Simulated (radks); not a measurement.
The dysprosium ion Dy+, 65 electrons, occupied as [Xe] 4f10 6s1. Calculated with a radial shooting solver on a logarithmic mesh with Libxc functionals: Dirac Kohn-Sham, PBE, spin-unpolarised, spherical densities, point nucleus; open shells fill j = l - 1/2 first.

Radial electron density D(r) = 4 pi r^2 rho(r):

| r (bohr) | D(r) (e/bohr) |
|---|---|
| 0.004117 | 37.72 |
| 0.004793 | 45.03 |
| 0.00558 | 52.99 |
| 0.006496 | 61.33 |
| 0.007623 | 70.06 |
| 0.008874 | 77.75 |
| 0.01033 | 84.17 |
| 0.01203 | 88.69 |
| 0.014 | 90.77 |
| 0.0163 | 90.28 |
| 0.01913 | 87.44 |
| 0.02227 | 83.69 |
| 0.02592 | 80.71 |
| 0.03018 | 80.47 |
| 0.03513 | 84.46 |
| 0.04123 | 93.33 |
| 0.048 | 104.2 |
| 0.05588 | 113.6 |
| 0.06505 | 117.4 |
| 0.07573 | 113.4 |
| 0.08816 | 103.4 |
| 0.1035 | 92.54 |
| 0.1204 | 88.85 |
| 0.1402 | 93.78 |
| 0.1632 | 102.1 |
| 0.19 | 104.0 |
| 0.2212 | 92.99 |
| 0.2596 | 71.18 |
| 0.3022 | 52.63 |
| 0.3518 | 45.77 |
| 0.4096 | 49.58 |
| 0.4768 | 54.55 |
| 0.5596 | 51.97 |
| 0.6514 | 41.85 |
| 0.7584 | 29.83 |
| 0.8829 | 20.75 |
| 1.028 | 15.55 |
| 1.197 | 12.52 |
| 1.404 | 9.748 |
| 1.635 | 6.942 |
| 1.903 | 4.354 |
| 2.215 | 2.444 |
| 2.579 | 1.311 |
| 3.002 | 0.7500 |
| 3.523 | 0.4723 |
| 4.102 | 0.3131 |
| 4.775 | 0.1872 |
| 5.559 | 0.09347 |
| 6.472 | 0.03713 |
| 7.534 | 0.01118 |
| 8.841 | 0.002227 |
| 10.29 | 0.0003307 |

D(r) has 4 maxima, at r = 0.0147, 0.0651, 0.181, 0.496 bohr, and minima at 0.0283, 0.119, 0.355 bohr, inside which lie 2.01, 11.14, 29.52 electrons.
